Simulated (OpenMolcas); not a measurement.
An OpenMolcas run meant for Tm4+ (ANO-RCC-MB, DKH3; inactive shells 1s 2s 2p 3s 3p 3d 4s 4p 4d 5s 5p; intended active space 11 electrons in 7 orbitals (4f)). One step of its input:

```
&RASSCF
FileOrb=start.orb
Symmetry=2
Spin=4
nActEl=12 0 0
Inactive=15 12
Ras2=0 7
CIRoot=35 35 1
SDav=35
CIMx=300
Iter=85 100
PrWF=0.3
OrbListing=Nothing
MaxOrb=0
Atom
>>> COPY $Project.JobIph JOB001
```

Lines from the output:

```
--- SEWARD ---
Basis set label: TM.ANO-RCC...6S5P3D1F.

      Electronic valence basis set:
      ------------------
      Associated Effective Charge  69.000000 au
      Associated Actual Charge     69.000000 au
      Nuclear Model: Point charge

      Shell  nPrim  nBasis  Cartesian Spherical Contaminant
         s      25       6        X
         p      22       5        X
         d      15       3                 X
         f      11       1                 X
Relativistic=R03O02
                  Relativistic Douglas-Kroll-Hess integrals:
                    - DKH order of Hamiltonian: 3
                    - DKH order of Properties : 2
--- RASSCF ---

 Nr of active orbitals     NAC=   7
 Spin degeneracy         ISPIN=   4
 There can be no such wave function.
 ************************************************
--- Stop Module: rasscf at  /rc=_RC_INPUT_ERROR_ ---
.####################.
.# User input error #.
.####################.
```

Q: What is wrong with the input?

A: nActEl holds one electron too many for this ion, which clashes with the multiplicity.
